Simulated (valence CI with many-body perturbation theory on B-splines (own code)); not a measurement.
# La6+: electric-dipole lines

Method: valence CI with perturbative core correlation (CI+MBPT): five valence electrons over a frozen Dirac-Fock core [Kr] 4d10, a basis of 7 s, 7 p, 7 d, 7 f, 4 g, 2 h functions for each j, with the one-electron correlation potential Σ1, the two-electron term Σ2, the three-electron term Σ3, Breit, model QED; selected CI, second order for the rest, scaled by the run's own slope (own B-spline code, finite nucleus).

With an open or low-lying f shell, different configurations can be misplaced against each other by up to about 5,000 cm⁻¹. No measured levels were compared; by estimate levels hold to about 250 cm⁻¹ or 0.2 % of their energy and the worst to 1 %, as in measured heavy ions of charge 2 to 7; those with d or f electrons hold less well. Among the levels kept, up to 2200 cm⁻¹ of a level comes from second order outside the variational space, and about a tenth of that is noise between levels of different J, which matters for small intervals.

Lines 51 to 100 of 529 in falling wavelength, among levels below 326350 cm⁻¹, chosen from the strongest by gf and those to the six lowest levels. Wavelengths and rates use the calculated energies, so an error of 300 cm⁻¹ moves a line at 748.6 Å by 0.22 % and its rate by three times that or more. Electric multipoles are in the length gauge, E1 and E2 with the static RPA response of the core. Weak lines are less certain than strong ones. Lines between different terms over intervals too small for the method are left out, as are lines whose strength nearly cancels. Where a level lies close to another of its J and parity, the split of strength between their lines is uncertain. The highest levels of a list are the least certain.

Names give the largest LS component (configuration and term), which can be under half, so a name can repeat, a term be missing and a line seem to break the LS rules; names also repeat where a configuration has a term twice. Letters in brackets count levels of one name in rising energy.

```tsv
λ vac (Å)	Upper	Lower	A (s⁻¹)	S (a.u.)
748.6	4f5s5p³ ⁴F_9/2 [c]	4f5s²5p² ²H°_9/2	7.68e+07	1.59e-01
743.5	4f5s5p³ ⁴D_7/2 [a]	4f5s²5p² ⁴D°_5/2	8.85e+07	1.44e-01
743.4	4f5s5p³ ²D_3/2 [b]	4f5s²5p² ²P°_3/2	1.99e+08	1.61e-01
742.5	4f5s5p³ ⁴H_11/2	4f5s²5p² ⁴G°_11/2	1.70e+08	4.12e-01
739.0	4f5s5p³ ⁴F_7/2 [a]	4f5s²5p² ⁴G°_7/2 [a]	1.39e+08	2.21e-01
736.7	4f5s5p³ ⁴G_11/2 [b]	4f5s²5p² ²H°_11/2	1.38e+08	3.26e-01
736.5	5s5p⁴ ²D_3/2	5s²5p³ ²P°_1/2	4.87e+07	3.84e-02
734.1	4f5s5p³ ²H_11/2 [a]	4f5s²5p² ²G°_9/2 [b]	1.39e+08	3.25e-01
732.8	4f5s5p³ ⁴G_9/2 [a]	4f5s²5p² ⁴G°_9/2	5.10e+08	9.90e-01
732.5	4f5s5p³ ⁴G_9/2 [a]	4f5s²5p² ⁴D°_7/2	1.43e+08	2.77e-01
732.0	4f5s5p³ ⁴G_7/2 [a]	4f5s²5p² ²D°_5/2 [a]	9.31e+07	1.44e-01
730.3	4f5s5p³ ⁴G_7/2 [a]	4f5s²5p² ⁴G°_7/2 [b]	2.60e+08	4.00e-01
728.9	4f5s5p³ ⁴D_7/2 [a]	4f5s²5p² ⁴D°_7/2	1.44e+08	2.20e-01
719.1	4f5s5p³ ⁴D_5/2 [b]	4f5s²5p² ⁴D°_3/2	1.81e+08	1.99e-01
718.7	4f5s5p³ ⁴G_11/2 [a]	4f5s²5p² ⁴G°_11/2	2.88e+08	6.34e-01
717.3	4f5s5p³ ⁴D_5/2 [b]	4f5s²5p² ²F°_5/2 [a]	1.40e+08	1.53e-01
717.2	4f5s5p³ ⁴G_9/2 [a]	4f5s²5p² ⁴G°_7/2 [b]	1.63e+08	2.97e-01
716.1	4f5s5p³ ⁴F_3/2 [b]	4f5s²5p² ⁴F°_3/2	2.06e+08	1.50e-01
715.3	4f5s5p³ ⁴F_5/2 [a]	4f5s²5p² ⁴G°_5/2	2.25e+08	2.44e-01
715.3	4f5s5p³ ⁴D_7/2 [a]	4f5s²5p² ²D°_5/2 [a]	1.07e+08	1.55e-01
714.2	5s²5p²5d ²P_3/2 [a]	5s²5p³ ²P°_3/2	1.21e+08	8.73e-02
713.7	4f5s5p³ ⁴D_7/2 [a]	4f5s²5p² ⁴G°_7/2 [b]	1.17e+08	1.68e-01
711.0	4f5s5p³ ⁴H_13/2	4f5s²5p² ⁴G°_11/2	4.32e+08	1.07e+00
709.9	4f5s5p³ ²P_3/2	4f5s²5p² ⁴F°_3/2	3.31e+08	2.33e-01
709.2	4f5s5p³ ⁴D_3/2 [a]	4f5s²5p² ⁴D°_3/2	2.85e+08	2.01e-01
708.3	4f5s5p³ ⁴H_11/2	4f5s²5p² ⁴G°_9/2	5.02e+08	1.06e+00
707.5	4f5s5p³ ⁴F_7/2 [b]	4f5s²5p² ²F°_7/2 [a]	1.06e+08	1.48e-01
705.9	4f5s5p³ ⁴F_7/2 [b]	4f5s²5p² ²F°_5/2 [a]	1.03e+08	1.43e-01
705.5	4f5s5p³ ⁴G_11/2 [a]	4f5s²5p² ²G°_9/2 [a]	1.20e+08	2.50e-01
705.4	5s²5p²5d ²D_3/2 [c]	4f5s²5p² ²D°_3/2 [a]	2.14e+08	1.48e-01
702.9	4f5s5p³ ⁴F_9/2 [b]	4f5s²5p² ²G°_9/2 [a]	1.76e+08	3.02e-01
702.1	5p⁵ ²P°_3/2	5s5p⁴ ²D_5/2	8.45e+08	5.78e-01
699.5	4f5s5p³ ⁴D_5/2 [a]	4f5s²5p² ²D°_5/2 [a]	3.83e+08	3.88e-01
699.3	4f5s5p³ ²G_7/2 [a]	4f5s²5p² ⁴D°_5/2	1.45e+08	1.96e-01
699.1	5s5p⁴ ⁴P_5/2	5s²5p³ ⁴S°_3/2	5.12e+08	5.18e-01
698.3	4f5s5p³ ²P_1/2	4f5s²5p² ⁴D°_3/2	5.99e+08	2.01e-01
694.0	5s²5p²5d ²F_7/2 [c]	4f5s²5p² ²D°_5/2 [a]	1.36e+08	1.79e-01
692.5	4f5s5p³ ²H_11/2 [a]	4f5s²5p² ⁴G°_11/2	1.39e+08	2.73e-01
692.1	5s²5p²5d ⁴F_3/2	5s²5p³ ²P°_3/2	9.38e+07	6.14e-02
692.0	4f5s5p³ ²F_5/2 [a]	4f5s²5p² ²D°_3/2 [a]	1.79e+08	1.76e-01
691.0	4f5s5p³ ⁴D_5/2 [b]	4f5s²5p² ⁴D°_5/2	2.41e+08	2.35e-01
687.2	4f5s5p³ ²G_9/2 [a]	4f5s²5p² ²G°_7/2	1.51e+08	2.41e-01
686.6	5s²5p²5d ²S_1/2	4f5s²5p² ⁴F°_3/2	4.83e+08	1.54e-01
686.6	4f5s5p³ ⁴G_11/2 [a]	4f5s²5p² ⁴G°_9/2	1.06e+08	2.03e-01
686.4	4f5s5p³ ²G_7/2 [a]	4f5s²5p² ⁴D°_7/2	2.42e+08	3.09e-01
685.9	4f5s5p³ ²G_9/2 [a]	4f5s²5p² ²G°_9/2 [b]	1.64e+08	2.62e-01
684.8	4f5s5p³ ²G_9/2 [b]	4f5s²5p² ⁴F°_9/2	1.02e+08	1.62e-01
683.9	4f5s5p³ ⁴F_9/2 [b]	4f5s²5p² ⁴D°_7/2	2.22e+08	3.51e-01
680.2	4f5s5p³ ²H_11/2 [a]	4f5s²5p² ²G°_9/2 [a]	2.34e+08	4.36e-01
678.1	4f5s5p³ ²F_7/2 [c]	4f5s²5p² ²D°_5/2 [b]	1.61e+08	1.98e-01
```
